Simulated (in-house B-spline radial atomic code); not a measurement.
Ir+: [Xe] 4f14 5d7 6s1

Method: Dirac-Kohn-Sham BLYP, spherical fractional occupations, Fermi nucleus of rms radius 5.4032 fm. Calculated with a B-spline radial code for spherical atoms.

Screening seen three ways: the hydrogenic charge with the same mean radius, Z_r = [3n² - l(l+1)]/(2<r>), the one with the same energy, Z_e = n√(-2ε), and Slater's rules. Values are occupation-weighted means over j. An effective charge above Z reflects the relativistic contraction of the inner shells.

```json
{"shell": "1s", "electrons": "2", "ε (eV)": "-75999", "<r> (bohr)": "0.01744", "Z_r": "86.00", "Z_e": "74.74", "Slater": "76.70"}
{"shell": "2s", "electrons": "2", "ε (eV)": "-13293", "<r> (bohr)": "0.07297", "Z_r": "82.23", "Z_e": "62.51", "Slater": "72.85"}
{"shell": "2p", "electrons": "6", "ε (eV)": "-11652", "<r> (bohr)": "0.06571", "Z_r": "76.10", "Z_e": "58.53", "Slater": "72.85"}
{"shell": "3s", "electrons": "2", "ε (eV)": "-3114.8", "<r> (bohr)": "0.1899", "Z_r": "71.07", "Z_e": "45.39", "Slater": "65.75"}
{"shell": "3p", "electrons": "6", "ε (eV)": "-2627.8", "<r> (bohr)": "0.1903", "Z_r": "65.69", "Z_e": "41.69", "Slater": "65.75"}
{"shell": "3d", "electrons": "10", "ε (eV)": "-2044.6", "<r> (bohr)": "0.1733", "Z_r": "60.60", "Z_e": "36.78", "Slater": "55.85"}
{"shell": "4s", "electrons": "2", "ε (eV)": "-670.61", "<r> (bohr)": "0.4233", "Z_r": "56.70", "Z_e": "28.08", "Slater": "49.25"}
{"shell": "4p", "electrons": "6", "ε (eV)": "-508.98", "<r> (bohr)": "0.4492", "Z_r": "51.21", "Z_e": "24.47", "Slater": "49.25"}
{"shell": "4d", "electrons": "10", "ε (eV)": "-298.35", "<r> (bohr)": "0.4787", "Z_r": "43.87", "Z_e": "18.73", "Slater": "37.85"}
{"shell": "5s", "electrons": "2", "ε (eV)": "-105.93", "<r> (bohr)": "0.9786", "Z_r": "38.32", "Z_e": "13.95", "Slater": "19.35"}
{"shell": "4f", "electrons": "14", "ε (eV)": "-70.116", "<r> (bohr)": "0.5359", "Z_r": "33.59", "Z_e": "9.08", "Slater": "26.45"}
{"shell": "5p", "electrons": "6", "ε (eV)": "-63.715", "<r> (bohr)": "1.131", "Z_r": "32.27", "Z_e": "10.82", "Slater": "19.35"}
{"shell": "5d", "electrons": "7", "ε (eV)": "-15.207", "<r> (bohr)": "1.678", "Z_r": "20.56", "Z_e": "5.29", "Slater": "6.90"}
{"shell": "6s", "electrons": "1", "ε (eV)": "-13.576", "<r> (bohr)": "2.715", "Z_r": "19.89", "Z_e": "5.99", "Slater": "4.25"}
```

The least bound orbital is 6s1/2 at -13.58 eV, and it is also the most diffuse (<r> = 2.715 bohr).

Spin-orbit splittings of the orbital energies (j = l + 1/2 above j = l - 1/2 when positive): 2p 1628 eV, 3p 356.4 eV, 3d 77.04 eV, 4p 84.34 eV, 4d 15.65 eV, 4f 3.12 eV, 5p 13.62 eV, 5d 1.264 eV.

For the 1s electron the small component carries 8.5 % of the norm, the zero-frequency Breit interaction raises the level by 278 eV, self-energy by 176.2 eV, and vacuum polarisation lowers it by 34.86 eV.

The density falls to 0.001 bohr⁻³ at 4.112 bohr; Σ<r²> = 52.721 bohr² gives, by the non-relativistic formula and without the paramagnetism of open shells, a Langevin diamagnetic susceptibility of -41.75×10⁻⁶ cm³/mol.
